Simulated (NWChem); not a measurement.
System: trifluoroacetic acid (C₂HF₃O₂); SMILES O=C(O)C(F)(F)F

NWChem input:

```
start job
memory heap 200 mb stack 900 mb global 1100 mb
geometry units angstroms noautosym nocenter noautoz
  O     -1.102602    -1.474466     0.000299
  C      0.111537    -0.942287     0.001041
  O      1.144366    -1.540739     0.000660
  C      0.016684     0.595193     0.000360
  F     -0.653260     1.015631     1.069563
  F      1.224446     1.125181     0.017198
  F     -0.622604     1.014539    -1.088110
  H     -0.999325    -2.439402    -0.000774
end
basis spherical
  * library 6-31g*
end
dft
  xc hfexch
  iterations 150
end
property
  shielding
  efieldgrad
end
task dft property
```

All runs use the structure optimised with PBE0/def2-SVP.

GIAO values for the isolated, static molecule; σ is the absolute isotropic shielding, δ = σ(reference) − σ with the isolated reference molecule computed at the same levels (13C: tetramethylsilane, 19F: trichlorofluoromethane, 1H: tetramethylsilane, 17O: water).

Atoms are numbered as in the input.

Problem. What results follow from this input? (Hartree-Fock/6-31G* (spherical d), GIAO.) Quantities: δ O1 (ppm); δ C2 (ppm); δ O3 (ppm); δ C4 (ppm); δ F5 (rotor mean) (ppm); δ H8 (ppm).

Solution. The δ O1 (ppm) is 139.1 and the δ C2 (ppm) is 155.0. The δ O3 (ppm) comes out as 387.0 and the δ C4 (ppm) is 101.0. The δ F5 (rotor mean) (ppm) is -51.9 and the δ H8 (ppm) is 5.96.
